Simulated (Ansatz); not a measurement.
# Molecular dynamics of GaH4NO

Input:

```yaml
crystal:
  periodic: [false, false, false]
  atoms:
    - { symbol: Ga, position_ang: [-0.001602, 0.072992, -0.08947] }
    - { symbol: O, position_ang: [-0.152123, -0.321047, 1.726711] }
    - { symbol: H, position_ang: [-0.87096, -0.07025, 2.359056] }
    - { symbol: H, position_ang: [1.627883, 0.133822, -0.059971] }
    - { symbol: "N", position_ang: [-1.649837, 0.027319, -0.809795] }
    - { symbol: H, position_ang: [-2.089189, -0.823303, -0.554473] }
    - { symbol: H, position_ang: [-1.973101, 0.160494, -1.744606] }
basis:
  gaussian: { orbitals: def2-mTZVP }
hamiltonian:
  xc: b3lyp
  dispersion: d4
md:
  timestep: 0.5
  n_steps: 150
  ensemble: nve_milne
  temperature: 1000.0
  initial_velocities: maxwell_boltzmann
  seed: 468940
```

Launched with:

```bash
$ ansatz run input.yaml --threads 1 --pin off --max-ram 2048MiB --backend cpu --events-out ev --progress --plain --runs-dir out
```

It goes on from the last frame of an earlier run, with new velocities.

Output, in part (step lines, the closing report, with atoms numbered from 0):

```
md step     0: t =     0.00 fs  T =  1000.0 K  F+E_penalty+E_count = -55983.51890395 eV  E_kin = 0.646300 eV  conserved = -55982.87260396 eV  (27 SCF iters)
[... lines left out ...]
Total energy: -55983.71602713 eV, -2057.3636168714 hartree
Atom 0 at    -0.038274     0.059227    -0.063407 Å, force    -0.028877    -0.353280     1.734781 eV/Å
Atom 1 at    -0.013016    -0.299667     1.822619 Å, force     3.722545     5.184924    -4.173667 eV/Å
Atom 2 at    -0.505366    -0.948384     2.137324 Å, force    -3.881966    -4.788539     2.245157 eV/Å
Atom 3 at     1.389039     0.394983    -0.580386 Å, force    -0.103741     0.015971    -0.128712 eV/Å
Atom 4 at    -1.628481     0.056084    -0.984818 Å, force     1.963716    -0.140488     1.253464 eV/Å
Atom 5 at    -2.474874     0.016384    -0.490131 Å, force    -1.340510    -0.102931     0.350169 eV/Å
Atom 6 at    -1.682228     0.150818    -1.959751 Å, force    -0.331168     0.184343    -1.281192 eV/Å
Dipole moment:    -0.349798    -0.109043    -0.431914 e Å
```

The steps, from the saved trajectory:

```
time (fs)  T (K)  potential energy less start (eV)  conserved less start (meV/atom)
        0   1000                             0.000                             0.00
      2.5    402                             0.385                            -0.16
        5    710                             0.187                            -0.05
      7.5    520                             0.310                            -0.04
       10    884                             0.075                            -0.05
     12.5   1194                            -0.126                            -0.07
       15   1032                            -0.021                            -0.02
     17.5   1385                            -0.249                            -0.05
       20   1222                            -0.144                            -0.13
     22.5   1581                            -0.376                            -0.02
       25   1137                            -0.089                            -0.03
     27.5   1376                            -0.243                            -0.03
       30    987                             0.007                            -0.13
     32.5    825                             0.113                             0.00
       35    657                             0.221                            -0.03
     37.5    937                             0.040                            -0.04
       40   1224                            -0.145                            -0.04
     42.5    947                             0.034                            -0.04
       45   1678                            -0.438                            -0.02
     47.5   1356                            -0.232                            -0.20
       50   1502                            -0.325                            -0.07
     52.5    964                             0.023                            -0.02
       55   1316                            -0.205                            -0.13
     57.5    956                             0.028                            -0.13
       60    417                             0.377                            -0.03
     62.5    501                             0.322                            -0.08
       65    527                             0.305                            -0.06
     67.5    990                             0.006                            -0.02
       70    599                             0.259                            -0.01
     72.5   1436                            -0.281                             0.03
       75   1303                            -0.197                            -0.19
```

All steps were run. The conserved energy stayed within 0.36 meV per atom of its start (net change -0.19 meV per atom), so the integration is sound. A run of 0.075 ps of so small a system gives no equilibrium averages.

The same pairs are bonded in the first frame and the last. Pairs count as bonded within 1.25 times the sum of covalent radii (0.12 Å more for H–H).

Last frame:

```xyz
7
Properties=species:S:1:pos:R:3
Ga -0.038 0.059 -0.063
O -0.013 -0.300 1.823
H -0.505 -0.948 2.137
H 1.389 0.395 -0.580
N -1.629 0.056 -0.985
H -2.475 0.016 -0.490
H -1.682 0.151 -1.960
```

Time of the run: 7.8 min on 1 thread of Arm Neoverse V2, with other jobs on the host, peak memory 0.17 GiB.
